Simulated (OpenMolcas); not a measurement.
Cu3+ among 2 point charges of -3 e arranged as a linear pair (D∞h).

```
Program             : OpenMolcas 26.06
Method              : SS-CASPT2, IPEA 0.25 Eh, imaginary shift 0.1 Eh (closed shells correlated: 3s 3p)
Basis               : ANO-RCC-VDZP [5s4p2d1f]
Scalar Hamiltonian  : DKH2, point nucleus
Active space        : 8 electrons in 5 orbitals (3d)
State averaging     : 2S+1 = 3 even, 10 roots; 2S+1 = 1 even, 15 roots
Spin-orbit coupling : state interaction with AMFI integrals over the reference wave functions
```

All point charges move together. At R = 1.98 Å the first state of the same spin is 560 cm-1, and at R = 2.13 Å it is 400 cm-1.

Question: A third run gives 310 cm-1. What distance was it run at?

Answer: With a power law R^-n the two known points give n = -ln(400 / 560) / ln(2.13 / 1.98) = 4.61. Then R = 1.98 × (560 / 310)^(1/4.61) = 2.251 Å. The run was at 2.28 Å, so the estimate is off by -0.029 Å.

Roots that are degenerate in the reference are averaged as groups; the widest CASPT2 spread within a group is 18 cm-1 (the 2-fold group of multiplicity 1 near 26800 cm-1 above the lowest state of its run, R = 2.28). Shifts and gaps below about the spread of the groups concerned are not significant. Free-ion shares, where given, are those of the reference states; single-state CASPT2 does not remix them. Spin-orbit coupling mixes the spin-free states strongly: the lowest level takes only 53 % from its leading state, 3Π (figures for R = 1.98; the like holds for R = 2.13, R = 2.28). Point charges carry no covalency, so the field is a model and not that of real ligands. No measured value stands beside these numbers.
